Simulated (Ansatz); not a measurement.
Consider the cleavage of the Si–Si bond: `[SiH3][SiH2][SeH]` + `OCF` → `FCO[SiH2][SeH]` + SiH₄.

Computed with Ansatz on PBE0-D4/def2-TZVP structures; ΔE is electronic, products minus reactants. CBS: MP2 limit from def2 TZ/QZ plus the TZ coupled-cluster correction, frozen cores. This one scheme is used for every species. DFT in def2-TZVPP. B3LYP here is the variant with VWN-RPA as its local correlation; programs differ in this. For Se outer-core shells are correlated without core-valence functions, which leaves a few kJ/mol of doubt a bond. Scalar relativity is left out up to krypton. One conformer a species, not always the lowest.

```csv
level,ΔE (kcal/mol)
PBE-D4,-16.4
r2SCAN-D4,-20.6
B3LYP,-21.6
HF/def2-TZVPP,-25.9
MP2/def2-TZVPP,-23.7
CCSD(T)/def2-TZVPP,-22.0
MP2/CBS(def2),-23.4
CCSD/CBS(def2),-22.1
```

Q: What does CCSD(T)/CBS give? (An estimate is asked.)

A: Computed: -21.7 kcal/mol. The listed levels differ from it by 5.3, 1.1, 0.1, -4.2, -2.0, -0.3, -1.7, -0.4 kcal/mol.

Largest T1 diagnostic among the species: 0.011.

In def2-TZVPP, CCSD(T) changes the Hartree–Fock value by +3.9 kcal/mol (the triples alone add +0.4 kcal/mol) and MP2 by +2.3 kcal/mol. From PBE to PBE0 (25 % exact exchange), in def2-TZVPP and without D4, ΔE moves by −1.2 kcal/mol.
